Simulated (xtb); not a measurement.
C₆H₁₁O, doublet, from a rough starting geometry; GFN2-xTB (xtb).

xtb was given this input:
```
$ xtb mol.xyz --gfn 2 --uhf 1 --opt vtight --json

# file mol.xyz
18

C      2.78247844     0.47324147    -0.10194070
C      1.23744992     0.56459792    -0.19962180
O      0.70845000     1.50217783    -0.86924625
C      0.49431014    -0.52438858     0.41392175
C     -0.95842353    -0.61693976     0.37010917
C     -1.63230032     0.68340368     0.92306207
C     -1.46381400    -0.80072415    -1.04959011
H      3.00729456     0.40439945     0.99765729
H      3.08128405    -0.39649475    -0.57414444
H      3.20522786     1.37819959    -0.45424200
H      1.06899565    -1.26130139     0.93364768
H     -1.28352040    -1.48844722     0.93645359
H     -1.33593943     1.50830453     0.38560959
H     -1.42765674     0.77521618     1.97897108
H     -2.77407049     0.50711879     0.78041611
H     -2.44737754    -0.97917438    -1.18042700
H     -1.09851037     0.00831108    -1.68054413
H     -0.95342374    -1.74784375    -1.53340919
```

Q: Predict the main parts of the log of this xtb run.

A: 
```
   ID    Z sym.   atoms
    1    6 C      1, 2, 4-7
    2    8 O      3
    3    1 H      8-18

           -------------------------------------------------
          |                Calculation Setup                |
           -------------------------------------------------

           -------------------------------------------------
          |                 G F N 2 - x T B                 |
           -------------------------------------------------

          ...................................................
          :                      SETUP                      :
          :.................................................:
          :  # basis functions                  39          :
          :  # atomic orbitals                  39          :
          :  # shells                           25          :
          :  # electrons                        41          :
          :  max. iterations                   250          :
          :  Hamiltonian                  GFN2-xTB          :
          :  restarted?                      false          :
          :  GBSA solvation                  false          :
          :  PC potential                    false          :
          :  electronic temp.          300.0000000     K    :
          :  accuracy                    1.0000000          :
          :  -> integral cutoff          0.2500000E+02      :
          :  -> integral neglect         0.1000000E-07      :
          :  -> SCF convergence          0.1000000E-05 Eh   :
          :  -> wf. convergence          0.1000000E-03 e    :
          :  Broyden damping             0.4000000          :
          :  net charge                          0          :
          :  unpaired electrons                  1          :
          ...................................................

 iter      E             dE          RMSdq      gap      omega  full diag
   1    -22.6747603 -0.226748E+02  0.373E+00    4.28       0.0  T
   2    -22.7269723 -0.522120E-01  0.186E+00    4.11       1.0  T
   3    -22.7334461 -0.647385E-02  0.137E+00    4.12       1.0  T
   4    -22.7407264 -0.728025E-02  0.250E-01    4.13       1.0  T
   5    -22.7412830 -0.556603E-03  0.107E-01    4.07       1.0  T
   6    -22.7413702 -0.872256E-04  0.532E-02    4.11       1.0  T
   7    -22.7413772 -0.697103E-05  0.223E-02    4.10       1.1  T
   8    -22.7413792 -0.198221E-05  0.502E-03    4.11       4.7  T
   9    -22.7413793 -0.167191E-06  0.225E-03    4.10      10.5  T
  10    -22.7413793 -0.679037E-09  0.887E-04    4.10      26.6  T
  11    -22.7413793 -0.735106E-08  0.275E-04    4.10      85.9  T

   *** convergence criteria satisfied after 11 iterations ***

         :::::::::::::::::::::::::::::::::::::::::::::::::::::
         ::                     SUMMARY                     ::
         :::::::::::::::::::::::::::::::::::::::::::::::::::::
         :: total energy             -22.429067972839 Eh    ::
         :: gradient norm              0.184160940985 Eh/a0 ::
         :: HOMO-LUMO gap              4.104346333516 eV    ::
         ::.................................................::
         :: SCC energy               -22.741341002476 Eh    ::
         :: -> isotropic ES            0.031884514519 Eh    ::
         :: -> anisotropic ES          0.003266344247 Eh    ::
         :: -> anisotropic XC          0.011384833635 Eh    ::
         :: -> dispersion             -0.011026877168 Eh    ::
         :: repulsion energy           0.312273029637 Eh    ::
         :: add. restraining           0.000000000000 Eh    ::
         :: total charge              -0.000000000000 e     ::
         :::::::::::::::::::::::::::::::::::::::::::::::::::::

      -----------------------------------------------------------
     |                   =====================                   |
     |                        A N C O P T                        |
     |                   =====================                   |
     |               Approximate Normal Coordinate               |
     |                Rational Function Optimizer                |
      -----------------------------------------------------------
      -----------------------------------------------------------
     |                   =====================                   |
     |                        A N C O P T                        |
     |                   =====================                   |
     |               Approximate Normal Coordinate               |
     |                Rational Function Optimizer                |
      -----------------------------------------------------------

          ...................................................
          :                      SETUP                      :
          :.................................................:
          :   optimization level         verytight          :
          :   max. optcycles                   360          :
          :   ANC micro-cycles                  20          :
          :   degrees of freedom                48          :
          :.................................................:
          :   RF solver                   davidson          :
          :   write xtbopt.log                true          :
          :   linear?                        false          :
          :   energy convergence         0.1000000E-06 Eh   :
          :   grad. convergence          0.2000000E-03 Eh/α :
          :   maxmium RF displ.          1.0000000          :
          :   Hlow (freq-cutoff)         0.1000000E-01      :
          :   Hmax (freq-cutoff)         5.0000000          :
          :   S6 in model hess.         20.0000000          :
          ...................................................

generating ANC from exact Hessian ...
Using Lindh-Hessian (1995)
 Shifting diagonal of input Hessian by    8.1952229894489605E-003
 Lowest  eigenvalues of input Hessian
    0.000000    0.000000    0.000000    0.000000    0.000000    0.000000
[...]
 * total energy  :   -22.4532979 Eh     change       -0.4989523E-05 Eh
 * total energy  :   -22.4533012 Eh     change       -0.3317704E-05 Eh
 * total energy  :   -22.4533044 Eh     change       -0.3183896E-05 Eh
 * total energy  :   -22.4533074 Eh     change       -0.3039210E-05 Eh
 * total energy  :   -22.4533101 Eh     change       -0.2712522E-05 Eh
 * total energy  :   -22.4533118 Eh     change       -0.1623264E-05 Eh
 * total energy  :   -22.4533128 Eh     change       -0.1030274E-05 Eh
 * total energy  :   -22.4533140 Eh     change       -0.1159560E-05 Eh
 * total energy  :   -22.4533152 Eh     change       -0.1244669E-05 Eh
 * total energy  :   -22.4533160 Eh     change       -0.8266275E-06 Eh
 * total energy  :   -22.4533162 Eh     change       -0.1996852E-06 Eh
 * total energy  :   -22.4533163 Eh     change       -0.3989364E-07 Eh
   *** GEOMETRY OPTIMIZATION CONVERGED AFTER 20 ITERATIONS ***
         :: total energy             -22.453316262659 Eh    ::
[...]
      -------------------------------------------------------------
         1        2.0000           -0.6888337             -18.7441
       ...           ...                  ...                  ...
         9        2.0000           -0.5240664             -14.2606
        10        2.0000           -0.5161467             -14.0451
        11        2.0000           -0.5025352             -13.6747
        12        2.0000           -0.4907755             -13.3547
        13        2.0000           -0.4865194             -13.2389
        14        2.0000           -0.4710960             -12.8192
        15        2.0000           -0.4660280             -12.6813
        16        2.0000           -0.4603321             -12.5263
        17        2.0000           -0.4489437             -12.2164
        18        2.0000           -0.4467386             -12.1564
        19        2.0000           -0.4400826             -11.9753
        20        2.0000           -0.3834214             -10.4334
        21        1.0000           -0.3616025              -9.8397 (HOMO)
        22                         -0.1982778              -5.3954 (LUMO)
        23                          0.0784394               2.1344
        24                          0.0785600               2.1377
        25                          0.1163132               3.1650
        26                          0.1209073               3.2901
        27                          0.1606620               4.3718
        28                          0.1650136               4.4902
        29                          0.1693146               4.6073
        30                          0.1979176               5.3856
        31                          0.2004085               5.4534
        32                          0.2075178               5.6468
       ...                                ...                  ...
        39                          0.6047374              16.4557
      -------------------------------------------------------------
                  HL-Gap            0.1633247 Eh            4.4443 eV
             Fermi-level           -0.3262260 Eh           -8.8771 eV

     #   Z          covCN         q      C6AA      α(0)
     1   6 C        3.756    -0.136    23.168     6.863
     2   6 C        2.812     0.220    23.364     7.919
     3   8 O        0.857    -0.395    21.573     6.227
     4   6 C        2.901    -0.043    29.057     8.838
     5   6 C        3.851     0.008    20.409     6.426
     6   6 C        3.757    -0.104    22.542     6.769
     7   6 C        3.757    -0.104    22.543     6.769
     8   1 H        0.925     0.053     2.286     2.364
     9   1 H        0.925     0.053     2.286     2.364
    10   1 H        0.925     0.064     2.155     2.296
    11   1 H        0.926     0.047     2.363     2.404
    12   1 H        0.924     0.034     2.533     2.489
    13   1 H        0.925     0.070     2.080     2.255
    14   1 H        0.925     0.036     2.507     2.476
    15   1 H        0.925     0.046     2.376     2.410
    16   1 H        0.925     0.046     2.376     2.411
    17   1 H        0.925     0.071     2.079     2.255
    18   1 H        0.925     0.036     2.507     2.476

 Mol. C6AA /au·bohr⁶  :       2533.718712
 Mol. C8AA /au·bohr⁸  :      55151.813163
 Mol. α(0) /au        :         76.012634

Wiberg/Mayer (AO) data.
largest (>0.10) Wiberg bond orders for each atom

 ---------------------------------------------------------------------------
     #   Z sym  total        # sym  WBO       # sym  WBO       # sym  WBO
 ---------------------------------------------------------------------------
     1   6 C    3.995 --     2 C    0.990    10 H    0.985     8 H    0.968
                             9 H    0.968
     2   6 C    3.951 --     3 O    1.676     4 C    1.245     1 C    0.990
     3   8 O    1.987 --     2 C    1.676     4 C    0.169
     4   6 C    3.605 --     2 C    1.245     5 C    1.083    11 H    0.974
                             3 O    0.169
     5   6 C    3.995 --     4 C    1.083    12 H    0.970     7 C    0.959
                             6 C    0.958
     6   6 C    3.989 --    14 H    0.988    13 H    0.982    15 H    0.981
                             5 C    0.958
     7   6 C    3.989 --    18 H    0.988    17 H    0.982    16 H    0.981
                             5 C    0.959
     8   1 H    0.997 --     1 C    0.968
     9   1 H    0.997 --     1 C    0.968
    10   1 H    0.996 --     1 C    0.985
    11   1 H    0.998 --     4 C    0.974
    12   1 H    0.999 --     5 C    0.970
    13   1 H    0.995 --     6 C    0.982
    14   1 H    0.999 --     6 C    0.988
    15   1 H    0.998 --     6 C    0.981
    16   1 H    0.998 --     7 C    0.981
    17   1 H    0.995 --     7 C    0.982
    18   1 H    0.999 --     7 C    0.988
 ---------------------------------------------------------------------------

Topologies differ in total number of bonds
Writing topology from bond orders to xtbtopo.mol

molecular dipole:
                 x           y           z       tot (Debye)
 q only:       -0.104      -0.825       0.566
   full:        0.042      -1.043       0.734       3.243
molecular quadrupole (traceless):
                xx          xy          yy          xz          yz          zz
 q only:        4.909      -1.245      -3.575       1.381       2.575      -1.334
  q+dip:        5.791      -0.924      -3.848       1.351       2.192      -1.943
   full:        5.305      -1.257      -4.071       1.358       3.388      -1.234

optimized geometry written to: xtbopt.xyz

           -------------------------------------------------
          | TOTAL ENERGY              -22.453316262659 Eh   |
          | GRADIENT NORM               0.000131808225 Eh/α |
          | HOMO-LUMO GAP               4.444291862626 eV   |
           -------------------------------------------------

normal termination of xtb
```
